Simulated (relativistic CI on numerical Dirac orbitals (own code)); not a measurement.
# Ag⁴⁺ (4d7) in a crystal field

Calculated by Dirac-Coulomb-Breit CI, separate exchange-only KLI orbitals for each configuration, QED by a radiative potential, valence Slater integrals scaled by 0.7, one configuration in a parametric crystal field (own radial code).

Field parameters in Wybourne normalisation: D4h B²₀ = −7Ds, B⁴₀ = 21(Dq − Dt), B⁴₄ = 21√(5/14) Dq. The field is a parameter set, without covalency.

S and J are read from ⟨S²⟩ = S(S + 1) and ⟨J²⟩ = J(J + 1) of each level; they are not fictitious spins.

D4h, 10Dq = 18550, Ds = -1500, Dt = 230 cm⁻¹, the lowest 16 levels:

| E (cm⁻¹) | Degeneracy | Irrep | S | J |
| --- | --- | --- | --- | --- |
| 0.0 | 2 | Γ7 | 0.79 | 3.87 |
| 2302 | 2 | Γ6 | 1.40 | 4.05 |
| 3595 | 2 | Γ6 | 1.49 | 3.82 |
| 4719 | 2 | Γ7 | 1.46 | 3.55 |
| 5023 | 2 | Γ6 | 0.91 | 4.04 |
| 6741 | 2 | Γ7 | 1.35 | 3.42 |
| 9552 | 2 | Γ7 | 1.47 | 3.39 |
| 10792 | 2 | Γ6 | 1.32 | 3.68 |
| 15834 | 2 | Γ6 | 0.74 | 4.10 |
| 15944 | 2 | Γ7 | 0.64 | 4.33 |
| 17935 | 2 | Γ7 | 0.79 | 3.75 |
| 18291 | 2 | Γ6 | 0.69 | 4.19 |
| 18814 | 2 | Γ7 | 0.76 | 3.48 |
| 20329 | 2 | Γ7 | 1.10 | 3.12 |
| 20688 | 2 | Γ6 | 1.21 | 3.47 |
| 21472 | 2 | Γ6 | 1.21 | 3.63 |

Principal g values of the ground doublet: 2.70, 2.70, 2.81.

D4h, 10Dq = 18550, Ds = 3000, Dt = 230 cm⁻¹, the lowest 10 levels:

| E (cm⁻¹) | Degeneracy | Irrep | S | J |
| --- | --- | --- | --- | --- |
| 0.0 | 2 | Γ6 | 0.73 | 3.93 |
| 4734 | 2 | Γ7 | 1.49 | 3.64 |
| 5021 | 2 | Γ6 | 1.39 | 4.02 |
| 10187 | 2 | Γ7 | 1.18 | 3.72 |
| 10740 | 2 | Γ6 | 1.45 | 3.97 |
| 11988 | 2 | Γ6 | 1.46 | 3.51 |
| 12228 | 2 | Γ7 | 1.36 | 3.41 |
| 14435 | 2 | Γ7 | 0.85 | 3.68 |
| 15645 | 2 | Γ7 | 0.95 | 3.90 |
| 16848 | 2 | Γ6 | 0.70 | 3.84 |

Principal g values of the ground doublet: 2.03, 3.04, 3.04.

D4h, 10Dq = 18550, Ds = 2590, Dt = 230 cm⁻¹, the lowest 16 levels:

```
E (cm⁻¹)  Degeneracy  Irrep     S     J
     0.0           2     Γ6  0.73  3.92
    4692           2     Γ7  1.49  3.67
    4884           2     Γ6  1.40  4.06
    8997           2     Γ7  1.13  3.71
    9687           2     Γ6  1.46  3.96
   11042           2     Γ6  1.46  3.49
   11451           2     Γ7  1.44  3.28
   14174           2     Γ7  0.97  3.83
   14820           2     Γ7  0.77  3.81
   16868           2     Γ6  0.70  3.91
   17738           2     Γ6  0.59  4.41
   19615           2     Γ7  0.73  3.27
   20752           2     Γ6  1.02  2.83
   22605           2     Γ7  1.44  3.10
   22616           2     Γ6  1.33  3.52
   23507           2     Γ7  1.33  3.40
```

Principal g values of the ground doublet: 2.05, 3.02, 3.02.

The free-ion ground term has S = 3/2. The field overcomes the spin-pairing energy for D4h, 10Dq = 18550, Ds = -1500, Dt = 230 cm⁻¹; D4h, 10Dq = 18550, Ds = 3000, Dt = 230 cm⁻¹; D4h, 10Dq = 18550, Ds = 2590, Dt = 230 cm⁻¹, where the ground state has lower spin; these fields are assumed values.

Levels of this model without a field, named by their leading LS term (the scale mimics covalency, so terms lie below those of the real free ion): ⁴F9/2 0, ⁴F7/2 3625, ⁴F5/2 5596, ⁴F3/2 6764, ⁴P3/2 12843, ⁴P5/2 13678, ²G9/2 14095, ⁴P1/2 15759 cm⁻¹.
